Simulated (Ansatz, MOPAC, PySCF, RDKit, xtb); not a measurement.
Torsion H3–Ge1–Se2–H6 in GeH4Se (SMILES [GeH3][SeH]); at each angle all else is relaxed with GFN2-xTB, and the levels are single points there.
Geometry at 60° (charge 0, multiplicity 1):
```xyz
6

Ge    -0.57927    -0.01955    -0.01410
Se     1.57772    -0.81063    -0.27902
H     -0.81098     1.21353    -0.83840
H     -1.50898    -1.09840    -0.47025
H     -0.86748     0.30496     1.42309
H      2.18866     0.39951     0.20641
```

```csv
level,energy at 120° less that at 60° (kcal/mol),"minus MP2/CBS(cc-pVTZ, cc-pVQZ) + ΔCCSD(T)/cc-pVTZ",cost
UFF,0.39,-0.20,-
GFN-FF,0.78,0.18,-
PM3,0.25,-0.34,-
PM6,0.21,-0.38,-
PM7,0.35,-0.25,-
GFN2-xTB,0.44,-0.15,-
HF/STO-3G,0.47,-0.13,-
HF/3-21G,0.72,0.13,-
HF/6-31G*,0.70,0.11,-
HF/cc-pVDZ,0.71,0.12,-
HF/cc-pVTZ,0.68,0.09,-
HF/cc-pVQZ,0.68,0.09,-
PBE/def2-TZVPP,0.58,-0.01,×1
PBE-D3(BJ)/def2-TZVPP,0.58,-0.01,×1
PBE-D4/def2-TZVPP,0.58,-0.01,×1
BLYP/def2-TZVPP,0.57,-0.02,×1
BLYP-D4/def2-TZVPP,0.57,-0.02,×1
BP86/6-31G*,0.65,0.06,-
r2SCAN/def2-TZVPP,0.64,0.05,×2
r2SCAN-D3(BJ)/def2-TZVPP,0.64,0.05,×2
B3LYP/3-21G,0.79,0.20,-
B3LYP/6-31G*,0.65,0.06,-
B3LYP/LANL2DZ,0.67,0.08,-
B3LYP/def2-TZVPP,0.60,0.01,×2
B3LYP-D3(BJ)/def2-TZVPP,0.61,0.01,×2
B3LYP-D4/def2-TZVPP,0.60,0.01,×2
M06-2X/def2-TZVPP,0.56,-0.03,-
wB97M-V/def2-TZVPP,0.61,0.02,×5
MP2/6-31G*,0.73,0.14,-
MP2/cc-pVTZ,0.68,0.09,-
MP2/cc-pVQZ,0.65,0.06,×8
"MP2/CBS(cc-pVTZ, cc-pVQZ)",0.63,0.04,-
SCS-MP2/cc-pVDZ,0.71,0.12,-
SCS-MP2/cc-pVTZ,0.67,0.08,-
SCS-MP2/cc-pVQZ,0.64,0.05,-
CCSD/cc-pVDZ,0.68,0.09,-
CCSD/cc-pVTZ,0.64,0.04,-
CCSD(T)/cc-pVDZ,0.69,0.10,×2
CCSD(T)/cc-pVTZ,0.64,0.04,×6
"MP2/CBS(cc-pVTZ, cc-pVQZ) + ΔCCSD(T)/cc-pVTZ",0.59,0.00,×10
```

 The comparison column counts from a level with limits of its own.

The rows run from 0.21 (PM6) to 0.79 kcal/mol (B3LYP/3-21G). In cc-pVTZ the value moves HF 0.68, MP2 0.68, CCSD 0.64, CCSD(T) 0.64, a shift of -0.05 from HF to CCSD(T). From cc-pVTZ to cc-pVQZ MP2 changes by -0.03. The dispersion term adds 0.00 in PBE-D3(BJ), 0.00 in PBE-D4, 0.00 in BLYP-D4. The 6 functionals in def2-TZVPP without D3 or D4 span 0.08, from M06-2X to r2SCAN.

On the grid 0° to 120°, 120° is the highest and 60° the lowest point at MP2/CBS(cc-pVTZ, cc-pVQZ) + ΔCCSD(T)/cc-pVTZ.

Cores are frozen in the correlated methods. Filled d and f shells under p-block atoms count as core. CBS: X⁻³ extrapolation of the correlation energy, Hartree–Fock from the larger set. Rows in 3-21G, 6-31G*, LANL2DZ, STO-3G carry no dispersion term and start afresh at each structure (6-31G* with six Cartesian d functions); the Pople sets are all-electron and without relativity. MP2/6-31G* freezes PySCF's default core, which leaves 3d correlated. LANL2DZ brings its own core potentials from Na on. The state reached by PM3, PM6, PM7 isn't checked; PM7 holds dispersion and hydrogen-bond terms.

The values were computed with Ansatz (Gaussian orbitals); MOPAC for PM3, PM6, PM7 (differences of heats of formation); PySCF for 3-21G rows, 6-31G* rows, LANL2DZ rows, M06-2X, STO-3G rows, the dispersion terms; RDKit for the force fields; xtb for the GFN methods. Values without a source in brackets are computed.

Costs are rough ratios of core time to PBE/def2-TZVPP (about 4 s over the structures, on one shared machine); a dash marks a level with no comparable run of its own.

Ansatz is an electronic-structure program.
